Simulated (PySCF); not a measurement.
Input of a run (PBE0-D3(BJ)/def2-SVP geometry optimisation, gas phase (PySCF 2.14.0)), started from GFN2-xTB:
```
{"job": {"xc": "PBE0", "basis": "def2-SVP", "d3": "d3bj", "grid": 1, "kind": "geom"}, "charge": 0, "multiplicity": 1}
C     -1.529227    -0.365847    -0.364260
C     -1.075183     0.643845     0.354495
O      0.226156     0.915722     0.662881
B      1.338015     0.251971     0.324783
O      1.428975    -0.866723    -0.414295
F      2.474083     0.797013     0.796688
H     -2.582910    -0.476052    -0.539513
H     -0.867669    -1.098469    -0.788294
H     -1.723357     1.392903     0.791429
H      2.319999    -1.189709    -0.552127
```

Output (energies in Eh, forces in Eh/bohr):
```
step   0  E = -353.25341228  max force = 0.027323
step   1  E = -353.25510254  max force = 0.010380
step   2  E = -353.25504103  max force = 0.004204
step   3  E = -353.25522224  max force = 0.001676
step   4  E = -353.25509134  max force = 0.003836
step   5  E = -353.25523006  max force = 0.001418
step   6  E = -353.25525057  max force = 0.000606
step   7  E = -353.25525985  max force = 0.000399
optimisation converged
```

Question: Summarise the run.

Answer: The energy falls by 0.050 eV over 8 energy and gradient evaluations, the largest force component goes from 0.0273 to 4.0e-04 Eh/bohr, and the atoms move by 0.042 Å rms after alignment. Among the bonds, O3–B4 and C1–H7 change most and about equally (+0.017 to +0.018 Å). Bonds longer at the end by more than 0.005 Å: 7 of 9; shorter: 2. Among the angles that change most is O3–B4–O5, from 127.4° to 123.8°. The energy rose by more than 1e-6 Eh at steps 2 and 4. The first step brought 91 % of the lowering.

Question: What are the final bond lengths?

Answer: C1=C2 1.332 Å, C2–O3 1.358 Å, O3–B4 1.356 Å, B4–O5 1.352 Å, B4–F6 1.333 Å, C1–H7 1.091 Å, C1–H8 1.090 Å, C2–H9 1.094 Å, O5–H10 0.963 Å. Numbering counts from 1 in the input's order; the species is `C(=C)OB(O)F`.

The run used 104 basis functions and 52 SCF cycles in all.

Not checked by PBE0-D3(BJ)/def2-SVP frequencies. The numbers are those of one conformer.

Shape of the structure used: `[CH2:1]=[CH:2][O:3][B:4]([OH:5])[F:6]`: C1–C2–O3–B4 -3°, C2–O3–B4–O5 0°, H–O5–B4–O3 180°.
